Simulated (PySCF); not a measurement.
Compound: C7H8NO (doublet state).
Structure used (GFN2-xTB), in Å, numbered top down from 1:
```
atom  x, y, z in Å
C1     3.6737   -0.7846   -1.2631
C2     2.5653   -0.4884   -0.8529
C3     1.3309   -0.1686   -0.4006
C4     0.6631   -0.2949    0.9333
C5    -0.5454    0.4720    0.3491
N6    -1.8090   -0.2102    0.4057
C7    -2.9192    0.3487    0.9243
O8    -2.9913    1.4572    1.3896
C9     0.1477    0.4961   -1.0325
H10    4.6282   -1.0376   -1.6144
H11    1.1731    0.1904    1.7671
H12    0.4361   -1.3220    1.2315
H13   -0.7027    1.4585    0.7868
H14   -1.8442   -1.1471    0.0346
H15   -3.7850   -0.3388    0.8771
H16   -0.3571   -0.1055   -1.7934
H17    0.3287    1.4868   -1.4531
```

The hyperfine couplings belong to this conformer and change with its torsions.

Identity: `C#C[C]1CC(NC=O)C1` [radical].

Level of theory: PySCF 2.14.0, UKS B3LYP, pcH-1 on C H N O, non-relativistic, mean-field spin-orbit, GIAO. Geometry: GFN2-xTB, one conformer, isolated molecule. The geometry wasn't refined by DFT: couplings that depend on bond lengths, twists or pyramidal angles can differ widely from those at the functional's own minimum. No stability test was run, so a lower SCF solution isn't excluded.

(1) Predict the first-order ENDOR lines of C3, C2, C1, C4/C9, C5, N6, H12/H16, H11/H17, H10 and H13 under fast tumbling at B = 334.5 mT (X band).

(2) Which pairs are centred on the nuclear Larmor frequency, and which on half the coupling?

(3) At what field would the lower line of C2 fall to zero frequency?

Results:

(1) For S = 1/2 in fast tumbling each set of equivalent nuclei gives two lines, ν± = |νn ± a/2| to first order, with νn = g_N μN B/h and μN/h = 7.62259 MHz/T.

```
 nuclei  isotope     g_N  νn (MHz)  a_iso (MHz)  lower line (MHz)  upper line (MHz)
     C3      13C  1.4048      3.58        71.78             32.31             39.47
     C2      13C  1.4048      3.58       -62.79             27.81             34.98
     C1      13C  1.4048      3.58        43.12             17.98             25.14
  C4/C9      13C  1.4048      3.58       -28.45             10.64             17.81
     C5      13C  1.4048      3.58         4.73              1.22              5.95
     N6      14N  0.4038      1.03        -0.57              0.74              1.32
H12/H16       1H  5.5857     14.24        89.54             30.53             59.01
H11/H17       1H  5.5857     14.24        77.15             24.33             52.82
    H10       1H  5.5857     14.24       -40.30              5.91             34.39
    H13       1H  5.5857     14.24        -3.18             12.65             15.83
```

The rows for 13C, of low natural abundance, apply to labelled samples.

(2) Centred on νn, since |a| < 2νn: C5, N6 and H13. Centred on |a|/2 and split by 2νn: C3, C2, C1, C4/C9, H12/H16, H11/H17 and H10.

(3) Where νn = |a|/2, that is B = 31.39 MHz/(1.4048 × 7.62259 MHz/T) = 2930 mT, as far as first order holds there.

Nuclei that the bonding pattern makes equivalent are averaged, as if the motion that swaps them (rotation, inversion, ring flip) were fast.

The Mulliken spin populations are largest on C3 (+0.72), C1 (+0.53), C2 (-0.24) and C4 (-0.07). The positive populations add up to 1.40 and the negative ones to -0.40, together 2S = 1. The angles at C3 add up to 360.0°, so it is planar.
